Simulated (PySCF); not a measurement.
PySCF input (M06-2X/def2-TZVPD):

```python
from pyscf import gto, scf, dft

mol = gto.M(
    atom='''
    Sn   -0.00000000   -0.00000000   -0.99765710
    Br    0.00000000    0.00000000    1.42522443
    ''',
    basis='def2-tzvpd',
    ecp='def2-tzvp',
    charge=0,
    spin=1,
    symmetry='C2v',
    verbose=4,
)

mf = dft.UKS(mol, xc='m062x').density_fit(auxbasis='def2-universal-jkfit')
mf.grids.level = 4
mf.conv_tol = 1e-9
mf.max_cycle = 100
mf.max_memory = 1500
mf.kernel()
if not mf.converged:
    mf = mf.newton()
    mf.kernel(mf.make_rdm1())
mf.analyze()
```

Output:

```
ECP def2-tzvp not found for  Br
PySCF version 2.14.0

[INPUT] verbose = 4
[INPUT] num. atoms = 2
[INPUT] num. electrons = 57
[INPUT] charge = 0
[INPUT] spin (= nelec alpha-beta = 2S) = 1
[INPUT] symmetry C2v subgroup None
[INPUT] Mole.unit = angstrom
[INPUT] Symbol           X                Y                Z      unit          X                Y                Z       unit  Magmom
[INPUT]  1 Sn     0.000000000000   0.000000000000  -0.997657100000 AA    0.000000000000   0.000000000000  -1.885298685228 Bohr   0.0
[INPUT]  2 Br     0.000000000000   0.000000000000   1.425224430000 AA    0.000000000000   0.000000000000   2.693283838739 Bohr   0.0

nuclear repulsion = 168.174319446977
point group symmetry = Coov, use subgroup C2v
symmetry origin: [0.00000000e+00 0.00000000e+00 1.11160382e-09]
symmetry axis x: [1. 0. 0.]
symmetry axis y: [0. 1. 0.]
symmetry axis z: [0. 0. 1.]
num. orbitals of irrep A1 = 49
num. orbitals of irrep A2 = 12
num. orbitals of irrep B1 = 26
num. orbitals of irrep B2 = 26
number of shells = 37
number of NR pGTOs = 209
number of NR cGTOs = 113
basis = def2-tzvpd
ecp = def2-tzvp

******** <class 'pyscf.df.df_jk.DFSymAdaptedUKS'> ********
method = DFSymAdaptedUKS
initial guess = minao
damping factor = 0
level_shift factor = 0
DIIS = <class 'pyscf.scf.diis.CDIIS'>
diis_start_cycle = 1
diis_space = 8
diis_damp = 0
SCF conv_tol = 1e-09
SCF conv_tol_grad = None
SCF max_cycles = 100
direct_scf = False
number electrons alpha = 29  beta = 28
XC library pyscf.dft.libxc version 7.1.2
    S. Lehtola, C. Steigemann, M. J. T. Oliveira, and M. A. L. Marques,  SoftwareX 7, 1–5 (2018)
XC functionals = m062x
    Y. Zhao and D. G. Truhlar,  Theor. Chem. Acc. 120, 215 (2008)
    Y. Zhao and D. G. Truhlar,  Theor. Chem. Acc. 120, 215 (2008)
radial grids:
    Treutler-Ahlrichs [JCP 102, 346 (1995); DOI:10.1063/1.469408] (M4) radial grids

becke partition: Becke, JCP 88, 2547 (1988); DOI:10.1063/1.454033
pruning grids: <function nwchem_prune>
grids dens level: 4
symmetrized grids: C2v
atomic radii adjust function: <function treutler_atomic_radii_adjust>
small_rho_cutoff = 0
Freeze 0 electrons in irreps []
    57 free electrons in irreps A1 A2 B1 B2
[...]
beta  HOMO (A1) = -0.332019167768195  LUMO (B2) = -0.0739504818761816
  HOMO = -0.21272889304  LUMO = -0.0795581136511  gap/eV = 3.62376
Extra cycle  E= -2788.46582479567  delta_E= -1.36e-11  |g|= 1.4e-06  |ddm|= 6.81e-06
converged SCF energy = -2788.46582479567  <S^2> = 0.7584466  2S+1 = 2.0084288
**** SCF Summaries ****
Total Energy =                       -2788.465824795670869
Nuclear Repulsion Energy =             168.174319446976853
One-electron Energy =                -4295.142836572160377
Two-electron Energy =                 1338.502692329512911
Two-electron Coulomb Energy =         1447.941505077109014
DFT Exchange-Correlation Energy =     -109.438812747596018
HOMO-LUMO gap [eV] =                     3.623761484545233
Wave-function symmetry = B1
alpha occupancy for each irrep:     A1   A2   B1   B2
                                    14    2    7    6
beta  occupancy for each irrep:     A1   A2   B1   B2
                                    14    2    6    6
**** MO energy ****
alpha MO #1 (A1 #1), energy= -485.358100047093 occ= 1
alpha MO #2 (A1 #2), energy= -63.3435426641779 occ= 1
alpha MO #3 (A1 #3), energy= -57.1618156642144 occ= 1
alpha MO #4 (B2 #1), energy= -57.1612629308347 occ= 1
alpha MO #5 (B1 #1), energy= -57.1610977787141 occ= 1
alpha MO #6 (A1 #4), energy= -9.00956243569426 occ= 1
alpha MO #7 (A1 #5), energy= -6.82981760546909 occ= 1
alpha MO #8 (B2 #2), energy= -6.82734236309059 occ= 1
alpha MO #9 (B1 #2), energy= -6.82633473727359 occ= 1
alpha MO #10 (A1 #6), energy= -5.34399526189185 occ= 1
alpha MO #11 (B2 #3), energy= -3.66186159149066 occ= 1
alpha MO #12 (A1 #7), energy= -3.6546011428298 occ= 1
alpha MO #13 (B1 #3), energy= -3.65300511819035 occ= 1
alpha MO #14 (A1 #8), energy= -2.86376624288803 occ= 1
alpha MO #15 (B2 #4), energy= -2.86303029726637 occ= 1
alpha MO #16 (B1 #4), energy= -2.86184203357946 occ= 1
alpha MO #17 (A2 #1), energy= -2.85954365532885 occ= 1
alpha MO #18 (A1 #9), energy= -2.85942525949977 occ= 1
alpha MO #19 (A1 #10), energy= -1.17316831646747 occ= 1
alpha MO #20 (B2 #5), energy= -1.16946124327987 occ= 1
alpha MO #21 (A2 #2), energy= -1.16753367942722 occ= 1
alpha MO #22 (A1 #11), energy= -1.16469190659685 occ= 1
alpha MO #23 (B1 #5), energy= -1.16130664010096 occ= 1
alpha MO #24 (A1 #12), energy= -0.844065803741131 occ= 1
alpha MO #25 (A1 #13), energy= -0.518641186464549 occ= 1
alpha MO #26 (B1 #6), energy= -0.366597733014856 occ= 1
alpha MO #27 (B2 #6), energy= -0.361632296810242 occ= 1
alpha MO #28 (A1 #14), energy= -0.348699864967188 occ= 1
alpha MO #29 (B1 #7), energy= -0.212728893040392 occ= 1
alpha MO #30 (B2 #7), energy= -0.0795581136511387 occ= 0
alpha MO #31 (A1 #15), energy= 0.000307186315751647 occ= 0
alpha MO #32 (A1 #16), energy= 0.0153578475998619 occ= 0
alpha MO #33 (B2 #8), energy= 0.0402652358867073 occ= 0
alpha MO #34 (B1 #8), energy= 0.0425680873911745 occ= 0
alpha MO #35 (A1 #17), energy= 0.0478677783559683 occ= 0
alpha MO #36 (A1 #18), energy= 0.0752155138554818 occ= 0
alpha MO #37 (A2 #3), energy= 0.0773811604496522 occ= 0
alpha MO #38 (B2 #9), energy= 0.0900755516540173 occ= 0
alpha MO #39 (B1 #9), energy= 0.102261507792704 occ= 0
alpha MO #40 (A1 #19), energy= 0.105311830844933 occ= 0
alpha MO #41 (A1 #20), energy= 0.139993639843379 occ= 0
alpha MO #42 (B2 #10), energy= 0.166805132855728 occ= 0
alpha MO #43 (B1 #10), energy= 0.175909685982745 occ= 0
alpha MO #44 (A1 #21), energy= 0.182917105754136 occ= 0
alpha MO #45 (A2 #4), energy= 0.183430551381145 occ= 0
alpha MO #46 (A1 #22), energy= 0.192677797193795 occ= 0
alpha MO #47 (B2 #11), energy= 0.210656596811056 occ= 0
alpha MO #48 (B1 #11), energy= 0.213236496512863 occ= 0
alpha MO #49 (A1 #23), energy= 0.270097956936509 occ= 0
alpha MO #50 (A2 #5), energy= 0.274924013278926 occ= 0
alpha MO #51 (A1 #24), energy= 0.281381615321232 occ= 0
alpha MO #52 (B2 #12), energy= 0.32901792724445 occ= 0
alpha MO #53 (B1 #12), energy= 0.331146741699435 occ= 0
alpha MO #54 (A1 #25), energy= 0.333609083401603 occ= 0
alpha MO #55 (A1 #26), energy= 0.406663692603149 occ= 0
alpha MO #56 (B2 #13), energy= 0.424933334830989 occ= 0
alpha MO #57 (B1 #13), energy= 0.431769078894952 occ= 0
alpha MO #58 (A1 #27), energy= 0.48454817161715 occ= 0
alpha MO #59 (A2 #6), energy= 0.507122041544861 occ= 0
alpha MO #60 (A1 #28), energy= 0.507501569878166 occ= 0
alpha MO #61 (B2 #14), energy= 0.521639662744668 occ= 0
alpha MO #62 (B1 #14), energy= 0.526450747858163 occ= 0
alpha MO #63 (A1 #29), energy= 0.622610372363667 occ= 0
alpha MO #64 (B2 #15), energy= 0.729090762886901 occ= 0
alpha MO #65 (B1 #15), energy= 0.739533872327822 occ= 0
alpha MO #66 (B2 #16), energy= 0.755542045824117 occ= 0
alpha MO #67 (A2 #7), energy= 0.757303780634061 occ= 0
alpha MO #68 (B1 #16), energy= 0.758920062614399 occ= 0
alpha MO #69 (A1 #30), energy= 0.758957487166422 occ= 0
alpha MO #70 (A1 #31), energy= 0.859520207705251 occ= 0
alpha MO #71 (B1 #17), energy= 0.893047239734166 occ= 0
alpha MO #72 (B2 #17), energy= 0.894769828172038 occ= 0
alpha MO #73 (A1 #32), energy= 0.925575686898537 occ= 0
alpha MO #74 (A1 #33), energy= 1.15860144922471 occ= 0
alpha MO #75 (A1 #34), energy= 1.20816321698414 occ= 0
alpha MO #76 (A2 #8), energy= 1.21295253458799 occ= 0
alpha MO #77 (B1 #18), energy= 1.24010087331605 occ= 0
alpha MO #78 (B2 #18), energy= 1.24361698867347 occ= 0
alpha MO #79 (A1 #35), energy= 1.26413404924259 occ= 0
alpha MO #80 (A1 #36), energy= 1.55761215981911 occ= 0
alpha MO #81 (A2 #9), energy= 1.55783793698344 occ= 0
alpha MO #82 (B2 #19), energy= 1.56395572097258 occ= 0
alpha MO #83 (B1 #19), energy= 1.56762011601298 occ= 0
alpha MO #84 (B1 #20), energy= 1.57905540457763 occ= 0
alpha MO #85 (B2 #20), energy= 1.57906977680852 occ= 0
alpha MO #86 (A1 #37), energy= 1.5969391280293 occ= 0
alpha MO #87 (A2 #10), energy= 1.59743161741523 occ= 0
alpha MO #88 (A1 #38), energy= 1.60625175563529 occ= 0
alpha MO #89 (B2 #21), energy= 1.73029608402993 occ= 0
alpha MO #90 (B1 #21), energy= 1.73075617021976 occ= 0
alpha MO #91 (B2 #22), energy= 1.81312551351177 occ= 0
alpha MO #92 (B1 #22), energy= 1.81729868300884 occ= 0
alpha MO #93 (A1 #39), energy= 1.84500130929668 occ= 0
alpha MO #94 (A1 #40), energy= 2.18492628831763 occ= 0
alpha MO #95 (B1 #23), energy= 2.28209647598965 occ= 0
alpha MO #96 (B2 #23), energy= 2.28491287234797 occ= 0
alpha MO #97 (A1 #41), energy= 2.30958821872046 occ= 0
alpha MO #98 (A2 #11), energy= 2.31204905529315 occ= 0
alpha MO #99 (B2 #24), energy= 2.41338140125026 occ= 0
alpha MO #100 (B1 #24), energy= 2.43334103228417 occ= 0
alpha MO #101 (A1 #42), energy= 2.5091996178412 occ= 0
alpha MO #102 (A1 #43), energy= 3.22421628039731 occ= 0
[...]
```

This state (charge 0, doublet) is run at the relaxed geometry of the species with charge 1 and multiplicity 1.
